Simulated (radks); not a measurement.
Tl2+, 79 electrons, occupied as [Xe] 4f14 5d9.5 6s1 7s0.5 (fractional occupations, a model configuration).

All-electron calculation, scalar-relativistic Kohn-Sham, BLYP, spin-polarised, spherical densities, finite nucleus; open shells are filled with parallel spins first (spin-orbit coupling, left out, can overturn this in heavy ions); Fermi nuclear charge, rms radius 5.4759 fm. Program: a radial shooting solver on a logarithmic mesh with Libxc functionals.

Energy parts (Ry):
part                        energy
total                  -40480.6607
kinetic                 45566.9249
electron-nucleus      -100797.8709
Hartree                 15507.4250
exchange-correlation     -757.1397

Orbitals (lengths in bohr, moments of r in powers of bohr; r(max) is where P^2 peaks):
| orbital | occ. | eigenvalue (Ry) | r(max) | <r> |
|---|---|---|---|---|
| 1s up | 1 | -6292.329 | 0.01003 | 0.01632 |
| 1s down | 1 | -6292.327 | 0.01003 | 0.01632 |
| 2s up | 1 | -1121.818 | 0.05815 | 0.06876 |
| 2s down | 1 | -1121.814 | 0.05815 | 0.06876 |
| 2p up | 3 | -965.5099 | 0.04832 | 0.06234 |
| 2p down | 3 | -965.5060 | 0.04832 | 0.06234 |
| 3s up | 1 | -269.0250 | 0.1639 | 0.1776 |
| 3s down | 1 | -269.0222 | 0.1639 | 0.1776 |
| 3p up | 3 | -224.0135 | 0.1638 | 0.1793 |
| 3p down | 3 | -224.0107 | 0.1638 | 0.1793 |
| 3d up | 5 | -177.2687 | 0.1334 | 0.1624 |
| 3d down | 5 | -177.2650 | 0.1334 | 0.1624 |
| 4s up | 1 | -61.31166 | 0.3689 | 0.3917 |
| 4s down | 1 | -61.30611 | 0.3689 | 0.3917 |
| 4p up | 3 | -46.55022 | 0.3889 | 0.4176 |
| 4p down | 3 | -46.54464 | 0.3889 | 0.4176 |
| 4d up | 5 | -29.21926 | 0.3954 | 0.4398 |
| 4d down | 5 | -29.21279 | 0.3954 | 0.4398 |
| 4f up | 7 | -10.04010 | 0.3578 | 0.4677 |
| 4f down | 7 | -10.03218 | 0.3578 | 0.4675 |
| 5s up | 1 | -11.28239 | 0.8074 | 0.8762 |
| 5s down | 1 | -11.25682 | 0.8072 | 0.8755 |
| 5p up | 3 | -7.24309 | 0.9035 | 1.005 |
| 5p down | 3 | -7.21099 | 0.9031 | 1.003 |
| 5d up | 5 | -2.74175 | 1.109 | 1.345 |
| 5d down | 4.5 | -2.69193 | 1.106 | 1.340 |
| 6s up | 1 | -2.09635 | 1.967 | 2.216 |
| 6s down | 0 | -2.02980 | 1.970 | 2.235 |
| 7s up | 0.5 | -0.75858 | 4.725 | 4.983 |

The highest occupied level is 7s up at -10.321 eV. The configuration is held as typed, so some empty levels lie below it. Summed over all electrons, <r^2> = 55.79 bohr^2, which gives a Langevin (diamagnetic) susceptibility term of -44.2 x 10^-6 cm^3/mol. The spin density at the nucleus is 297.3 e/bohr^3 (1s 0.8, 2s -0.2, 3s 0.1, 4s 0.5, 5s -3.4, 6s 270.8, 7s 28.6).
